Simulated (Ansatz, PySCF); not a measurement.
Barrier from R1 to the saddle point P1, each structure at its B3LYP-D3(BJ)/def2-TZVP stationary point, reached from a drawn start; harmonic modes at that level show the others as minima.
R1, C2H6 (SMILES CC) (charge 0, multiplicity 1):
```xyz
8

C      0.000     0.000     0.763
H      1.017     0.000     1.160
H     -0.509     0.881     1.160
H     -0.509    -0.881     1.160
C      0.000     0.000    -0.763
H      0.509     0.881    -1.160
H     -1.017     0.000    -1.160
H      0.509    -0.881    -1.160
```
P1, C2H6, a first-order saddle point (one imaginary mode, 300i cm⁻¹) (charge 0, multiplicity 1):
```xyz
8

C      0.00000     0.00000     0.77007
H      1.01297     0.00000     1.17444
H     -0.50648     0.87725     1.17444
H     -0.50648    -0.87725     1.17444
C      0.00000     0.00000    -0.77007
H      1.01297     0.00000    -1.17444
H     -0.50648     0.87725    -1.17444
H     -0.50648    -0.87725    -1.17444
```

P less R. No zero-point or thermal terms. No path was followed down from the saddle.

Frozen-core correlation throughout.

Run with Ansatz (a first-principles code) with Gaussian orbitals; PySCF for the D3/D4 terms. Each number belongs to the level named beside it.

```tsv
level	barrier height (kcal/mol)
revPBE/def2-TZVPP	2.55
r2SCAN-D4/def2-TZVPP	2.82
B97M-V/def2-TZVPP	2.85
B3LYP-D3(BJ)/def2-TZVPP	2.67
BHLYP-D3(BJ)/def2-TZVPP	2.82
BHLYP-D4/def2-TZVPP	2.81
CAM-B3LYP/def2-TZVPP	2.69
B2PLYP-D4/def2-TZVPP	2.75
SCS-MP2/cc-pVDZ	?
```

Q: Fill in the missing entries.

A: 
- SCS-MP2/cc-pVDZ, barrier height (kcal/mol): 3.20
